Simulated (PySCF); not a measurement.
**Germanium: a sound run and one with changed settings**

Sound run: Ge [Ar] 3d10 4s2 4p2, Ge⁺ [Ar] 3d10 4s2 4p1. All numbers are calculated (PySCF 2.14, the spin-free X2C one-electron Hamiltonian (Gaussian nucleus), in Sapporo-DKH3-DZP-2012 (6s5p3d1f, 43 functions)). The sound run starts from symmetry-adapted Hartree-Fock orbitals and uses a fine grid where one is needed.

A second run was set up differently.

| species | method | sound run (hartree) | changed run (hartree) | converged |
| --- | --- | --- | --- | --- |
| Ge | UHF | -2097.00573 | -2097.00573 | yes |
| Ge | LDA | -2095.38710 | -2095.38702 | yes |
| Ge | PBE0 | -2098.41875 | -2098.41955 | yes |
| Ge⁺ | UHF | -2096.73340 | -2096.73340 | yes |
| Ge⁺ | LDA | -2095.09235 | -2095.09228 | yes |
| Ge⁺ | PBE0 | -2098.12726 | -2098.12806 | yes |

Ionisation energy of Ge:

| method | sound run (eV) | changed run (eV) |
| --- | --- | --- |
| UHF | 7.410 | 7.410 |
| LDA | 8.020 | 8.020 |
| PBE0 | 7.932 | 7.932 |

What was changed?
A. radial grid too coarse
B. all electrons correlated in a valence basis
C. basis contracted for another Hamiltonian
D. level shift left on

A. It used radial step 0.3 in ln r (0.13 in the sound run). A coarse radial grid mis-integrates the density and the exchange-correlation energy, with errors of either sign; Hartree-Fock needs no grid.
